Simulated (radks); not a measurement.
Dynamic dipole polarisability and lines of the arsenic ion As23+, [Ne]. Calculated with a radial shooting solver on a logarithmic mesh with Libxc functionals: non-relativistic Kohn-Sham, LDA (Slater exchange, Perdew-Wang correlation), spin-polarised, spherical densities, point nucleus. Time-dependent linear response with the Hartree and adiabatic LDA kernel, continuum included through the Sternheimer equations. Lines are the poles of the dipole polarisability below minus the highest occupied eigenvalue, found on a grid refined at the orbital gaps; the lowest seven at most are given, and weak or close lines can be missed. The first line takes the name of the lowest orbital gap if no other gap lies below it; otherwise a line is named after a gap within 0.6 % of it, if that gap stands alone.

photon energy (eV)  alpha (bohr^3)
0                         0.001881
37.603                    0.001881
263.22                    0.001937
488.84                    0.002086
714.45                    0.002379
940.07                    0.002978
1165.7                    0.004560
1391.3                     0.01381
1616.9                   -0.004480
1842.5                    -0.01062
2068.2                  0.00007367

Lines (eV, oscillator strength): 1330.8 (0.9317 nm, 2p-3s), f = 0.175; 1455.7 (0.8517 nm, unassigned), f = 3.06; 1513.6 (0.8192 nm, 2s-3p), f = 0.582; 1778.3 (0.6972 nm, 2p-4s), f = 0.0337; 1827.5 (0.6784 nm, unassigned), f = 0.723; 1935.7 (0.6405 nm, 2s-4p), f = 0.156. Higher lines, where found, are left out when the end of the mesh affects them. Those listed give 81 % of the static polarisability (sum of f/w^2). Orbital energy gaps for comparison: 2p-3s 1328.8 eV; 2p-3d 1435.5 eV; 2s-3p 1512.5 eV; 2p-4s 1777.6 eV; 2p-4d 1820.3 eV.
